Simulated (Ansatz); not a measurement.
`CC(C)[O][AlH][Cl]` and `CC(C)OB(O)Cl` differ in one atom or group.

Ansatz, PBE0-D4/def2-TZVP geometries, multiplicity 1. Each molecule was computed in one conformer, which needn't be the lowest.

```json
{"property": "size of the dipole moment (PBE/def2-TZVPP) / D", "`CC(C)[O][AlH][Cl]`": "1.20"}
{"property": "LUMO energy (ωB97M-V/def2-TZVPP) / eV", "`CC(C)[O][AlH][Cl]`": "0.88"}
{"property": "LUMO energy (B3LYP/def2-TZVPP) / eV", "`CC(C)[O][AlH][Cl]`": "-0.93"}
{"property": "size of the dipole moment (B3LYP/def2-TZVPP) / D", "`CC(C)[O][AlH][Cl]`": "1.18"}
{"property": "LUMO energy (PBE0/def2-TZVPP) / eV", "`CC(C)[O][AlH][Cl]`": "-0.72"}
{"property": "size of the dipole moment (ωB97M-V/def2-TZVPP) / D", "`CC(C)[O][AlH][Cl]`": "1.16"}
```

(1) Give the same properties after the change, and the shifts. (Estimate.)

Results:

(1) Computed: 
```
                                          property  `CC(C)OB(O)Cl`  shift
    size of the dipole moment (PBE/def2-TZVPP) / D            2.60   1.40
             LUMO energy (ωB97M-V/def2-TZVPP) / eV            2.09   1.21
               LUMO energy (B3LYP/def2-TZVPP) / eV            0.41   1.34
  size of the dipole moment (B3LYP/def2-TZVPP) / D            2.66   1.48
                LUMO energy (PBE0/def2-TZVPP) / eV            0.76   1.48
size of the dipole moment (ωB97M-V/def2-TZVPP) / D            2.66   1.50
```

With PBE0 the HOMO falls by 0.36 eV and the LUMO rises by 1.48 eV, so the gap widens by about 1.84 eV. PBE moves the HOMO by -0.30 eV and ωB97M-V by -0.32 eV. Dipoles are sizes alone; their direction can turn.

B3LYP here is the variant with VWN-RPA as its local correlation; programs differ in this.
